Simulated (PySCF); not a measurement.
This PySCF input asks for the NMR shieldings of SMILES CCCC[B@@H-]([SiH3])[NH2+][SiH3], C₄H₁₈BNSi₂; the geometry comes from GFN2-xTB.

```python
import basis_set_exchange as bse
import numpy as np
from pyscf import gto, dft
from pyscf.prop import nmr

atoms = """
C     3.923972    0.422115   -0.033881
C     2.763659   -0.454253    0.423153
C     1.439353   -0.046968   -0.221332
C     0.267246   -0.920791    0.238152
B    -1.192451   -0.510333   -0.373872
Si   -2.620096   -1.777443    0.139985
N    -1.554287    0.970963    0.361132
Si   -2.814456    2.007338   -0.369870
H     4.851340    0.112780    0.443879
H     4.053613    0.351886   -1.111944
H     3.741063    1.465396    0.219194
H     2.669158   -0.388924    1.510673
H     2.976264   -1.496159    0.174082
H     1.531334   -0.116294   -1.307673
H     1.255233    1.008779    0.018648
H     0.501097   -1.950638   -0.045897
H     0.250116   -0.917014    1.335916
H    -1.127877   -0.250980   -1.540123
H    -2.960104   -1.683795    1.586883
H    -3.947513   -1.570922   -0.483096
H    -2.362189   -3.209902   -0.068135
H    -1.760973    0.729980    1.326376
H    -0.648379    1.435404    0.367928
H    -4.055912    1.251383   -0.351727
H    -2.882637    3.192221    0.496028
H    -2.317621    2.368787   -1.691361
"""
names = dict.fromkeys(["C", "B", "Si", "N", "H"], "pcSseg-1")
basis = {el: gto.basis.parse(bse.get_basis(n, elements=[el], fmt="nwchem")) for el, n in names.items()}
mol = gto.M(atom=atoms, basis=basis, charge=0, verbose=0)
mf = dft.RKS(mol, xc="PBE0")
mf.grids.level = 2
mf.grids.alignment = dft.numint.BLKSIZE   # the property module wants whole blocks of grid points
mf.conv_tol = 1e-9
mf.kernel()

calc = nmr.RKS(mf)   # GIAO
C = mf.mo_coeff
Co = C[:, mf.mo_occ > 0]
resp = mf.gen_response(singlet=True, hermi=2)
def vind(x):   # induced exchange potential for any number of trial vectors
    d = np.einsum("pi,xij,qj->xpq", C, 2 * x.reshape(-1, C.shape[1], Co.shape[1]), Co, optimize=True)
    return np.einsum("xpq,pi,qj->xij", resp(d - d.transpose(0, 2, 1)), C, Co, optimize=True).ravel()
mo1, _ = nmr.rhf.solve_mo1(calc, with_cphf=vind)
sigma = calc.kernel(mo1)
for i, s in enumerate(sigma):   # ppm
    print("%2d %-2s %9.2f" % (i, mol.atom_pure_symbol(i), np.trace(s) / 3))
```

Q: What are the results?

A: 
```
 0 C     169.29
 1 C     154.48
 2 C     149.53
 3 C     157.36
 4 B     117.41
 5 Si    453.86
 6 N     233.09
 7 Si    395.08
 8 H      30.42
 9 H      30.70
10 H      30.85
11 H      30.50
12 H      30.18
13 H      30.37
14 H      30.92
15 H      30.74
16 H      31.55
17 H      29.38
18 H      28.87
19 H      28.33
20 H      28.49
21 H      30.35
22 H      29.02
23 H      26.95
24 H      27.04
25 H      27.17
```

These numbers come from an equivalent density-fitted implementation of the same equations, which agrees with the script to about 0.01 ppm for H and up to a few tenths of a ppm for heavy atoms, so last digits may differ.

Size and cost of the density-fitted run: 240 basis functions, 2.9 min wall time on 1 thread of an Intel Xeon, shared host; peak memory 1.1 GiB.
